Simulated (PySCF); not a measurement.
# `C[C@@H](F)[C@@H]1C=C[C@@H]2C[C@H]12`, C$_{8}$H$_{11}$F

Geometry (Å), atoms numbered from 1 in this order:
```xyz
20

C     2.3092   -0.4165   -0.7836
C     1.1477   -1.0496   -0.0344
F     1.6549   -1.9769    0.8627
C     0.3159   -0.0269    0.7493
C    -0.9013   -0.6387    1.3979
C    -2.0179    0.0073    1.0915
C    -1.7585    1.1168    0.1455
C    -1.2307    0.6751   -1.1941
C    -0.2724    1.0787   -0.1147
H     2.9142   -1.1925   -1.2465
H     2.9344    0.1489   -0.0962
H     1.9301    0.2470   -1.5545
H     0.5117   -1.6261   -0.7182
H     0.9716    0.3979    1.5197
H    -0.8110   -1.5047    2.0294
H    -3.0054   -0.2213    1.4523
H    -2.3302    2.0295    0.2198
H    -1.3219   -0.3676   -1.4557
H    -1.3516    1.3490   -2.0294
H     0.3062    1.9811   -0.2437
```

Method used: GIAO B3LYP/pcSseg-1 magnetisability, rotational g tensor and spin-rotation constants, non-relativistic, gas phase in PySCF. Geometry: GFN2-xTB.

Q: Give the nuclear spin-rotation constants along the inertial axes (H = +C I·J) beside the isotropic shieldings.

A: Rotational constants 3.0566, 1.3021, 1.0188 GHz. A star marks the isotopologue with that one atom substituted, in its own axes.
```tsv
atom	isotope	Caa (kHz)	Cbb (kHz)	Ccc (kHz)	mean (kHz)	σ (ppm)
F3	19F	1.741	0.719	0.571	1.010	374.7
H10	1H	-0.021	-0.139	-0.079	-0.080	30.1
H11	1H	-0.323	-0.146	0.022	-0.149	30.4
H12	1H	-0.201	-0.021	-0.116	-0.113	30.3
H13	1H	-0.292	-0.148	0.067	-0.124	27.5
H14	1H	-0.276	-0.147	0.038	-0.128	28.7
H15	1H	-0.225	0.087	-0.114	-0.084	26.0
H16	1H	-0.017	-0.016	-0.097	-0.043	25.7
H17	1H	0.014	-0.137	-0.092	-0.072	30.0
H18	1H	-0.311	-0.138	-0.020	-0.156	32.0
H19	1H	-0.291	-0.012	-0.111	-0.138	31.2
H20	1H	-0.332	-0.063	-0.042	-0.146	30.4
C1	13C*	0.478	0.189	0.173	0.280	158.3
C2	13C*	0.755	0.335	0.319	0.470	82.0
C4	13C*	0.628	0.270	0.234	0.377	121.9
C5	13C*	0.912	0.656	0.209	0.592	41.8
C6	13C*	1.072	0.611	0.206	0.630	37.6
C7	13C*	0.576	0.174	0.176	0.309	153.3
C8	13C*	0.437	0.160	0.176	0.258	165.6
C9	13C*	0.477	0.141	0.198	0.272	161.7
```
For the geometry as given, no vibrational averaging.
